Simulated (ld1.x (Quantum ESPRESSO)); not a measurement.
**Ge (Z = 32): excitation energies, all-electron against PAW**

germanium (Ge), PAW, made with ld1.x (Quantum ESPRESSO) 7.5 (PBEsol, scalar-relativistic). Core [Ar], reference 3d10 4s2 4p2. Waves: 4s (bound): rcut 1.20, rcutus 1.55 bohr; 4s channel at 0.1 Ry: rcut 1.20, rcutus 1.55 bohr; 4p (bound): rcut 1.50, rcutus 2.00 bohr; 4p channel at 2.2 Ry: rcut 1.50, rcutus 2.00 bohr; 3d (bound): rcut 0.75, rcutus 0.85 bohr; 3d channel at -1.75 Ry: rcut 0.75, rcutus 0.85 bohr. Local part: all-electron potential smoothed inside 1.56 bohr (lloc = -1). Core correction: a·sin(br)/r model core, default radius (ld1.x builds one for every PAW set, though the input has nlcc=.false.). Augmentation charge: GAUSS, radius 0.80 bohr.

Energies are relative to the spin-unpolarised reference configuration 3d10 4s2 4p2; without spin polarisation the order of configurations can differ from experiment.

```tsv
valence configuration	charge	ΔE all-electron (eV)	error AE − PS (meV)
3d10 4s2 4p1	+1	7.453	-0.2
3d10 4s2 4p0	+2	22.902	-1.0
3d10 4s1 4p0	+3	57.690	-3.2
3d9 4s2 4p2	+1	38.691	-253
3d10 4s0 4p0	+4	103.824	-8.2
3d10 4s1 4p2	+1	16.183	-1.7
```

(1) What are ΔE and the potential's error for 3d10 4s2 4p1.5?

## Answers

(1) ΔE = 2.805 eV all-electron; the error (AE − PS) is -0.1 meV.
